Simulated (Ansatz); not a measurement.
Ideal-gas functions of `O[SiH](O)F` at 600 K and 1 bar, from an Ansatz frequency run at PBE0-D4/def2-TZVP.

Molar mass 82.11 g/mol, point group C1 (symmetry number 1), electronic degeneracy 1, moments of inertia 70.122, 75.065, 125.565 u Å². Harmonic wavenumbers (cm⁻¹, unscaled): 191, 208, 305, 348, 398, 764, 799, 832, 848, 898, 956, 1011, 2318, 3923, 3931.

Use S(trans) = R[1.5 ln M + 2.5 ln T − 1.1517]; rotational temperatures θ = 24.2544 K / I; S(rot) = R[ln(√π/σ · √(T³/θAθBθC)) + 1.5]; for each mode x = 1.438777 ν̃/T, S = R[x/(eˣ − 1) − ln(1 − e⁻ˣ)] and H = RT x/(eˣ − 1); 1 cm⁻¹ = 0.0119627 kJ/mol; R = 8.31446 J/(mol·K).

By hand: the entropy, in J/(mol·K).

Translation 178.4. Rotation: θ = 0.3459, 0.3231, 0.1932 K, giving 113.0. Vibration, mode by mode: 14.88, 14.18, 11.10, 10.06, 9.01, 4.35, 4.07, 3.83, 3.71, 3.38, 3.03, 2.73, 0.21, 0.01, 0.01, in all 84.6. Electronic 0.0. Sum 376.0 J/(mol·K).

By hand: H − E and G − E in kJ/mol, counted from the electronic energy.

Zero-point energy ½ × 17730 × 0.0119627 = 106.0; thermal vibration 27.8; translation, rotation and pV give 4 RT = 20.0. H − E = 153.8 kJ/mol, and G − E = 153.8 − 600 × 376.0/1000 = -71.8 kJ/mol.

Vibration gives 22 % of the entropy. The sum counts one conformer and one mirror image; others add a mixing term.
